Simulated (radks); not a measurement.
Problem. Spherical quantum dot in the effective-mass picture: electrons in a parabolic well V = omega^2 r^2 / 2 with omega = 2.92, with a point charge +1 (a donor) at the centre, all in effective atomic units (hartree* = m*/eps^2 hartree, bohr* = eps/m* bohr), one dielectric constant everywhere. Method: non-relativistic Kohn-Sham, r2SCAN, spin-polarised, spherical densities, generalised Kohn-Sham scheme; computed with a radial shooting solver with Libxc functionals. Levels are named by radial order and angular momentum (1s, 1p, 1d, 2s, ...), and open shells are averaged over m. Results are scaled to m* = 0.433 and eps = 13.8, for which hartree* = 61.87 meV and bohr* = 1.687 nm. At N = 28 the configuration is 1s2 1p6 1d10 2s2 1f(up 7, down 1). Does electron 29 go into 2p up or 2p down or 1f down?

Solution. Into 1f down. The total energies of the other choices lie higher by 4.31 meV (2p up), 11.6 meV (2p down).
